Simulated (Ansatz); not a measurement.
This geometry of ClGeH3 (5 atoms, charge 0, multiplicity 1) is a first-order saddle point.

Theory: RKS PBE-D4/def2-SVP (Ansatz).

```xyz
5
Properties=species:S:1:pos:R:3
Ge 0.183 0.000 -0.522
Cl 1.329 0.000 1.849
H 1.696 0.000 0.367
H -0.788 1.219 -0.270
H -0.788 -1.219 -0.270
```

(1) Which two structures does it join? (They come from a converged band through this point; their orientation in space is the band's.)

(2) How far does it lie above each of them?

## Answers

(1) Bonds broken: Ge1–H3. Bonds formed: Cl2–H3.

Image 0:

```xyz
5
Properties=species:S:1:pos:R:3
Ge 0.298 0.000 0.077
Cl 0.695 0.000 2.221
H 1.664 0.000 -0.650
H -0.513 1.278 -0.247
H -0.513 -1.278 -0.247
```

Image 10:

```xyz
5
Properties=species:S:1:pos:R:3
Ge -0.207 0.000 -0.823
Cl 1.397 0.000 1.370
H 2.525 0.000 0.720
H -1.042 1.148 -0.056
H -1.042 -1.148 -0.056
```

(2) 48.6 kcal/mol above the first and 2.5 kcal/mol above the second. This is the barrier of this one path; another mechanism may lie lower. The orbitals stay closed-shell, which can raise the energy where a bond breaks towards radicals; this wasn't checked here.

The run took 2.1 min on 1 thread of Intel(R) Xeon(R) Platinum 8259CL CPU @ 2.50GHz (Skylake/Cascade Lake), on a shared host, peak memory 0.13 GiB.
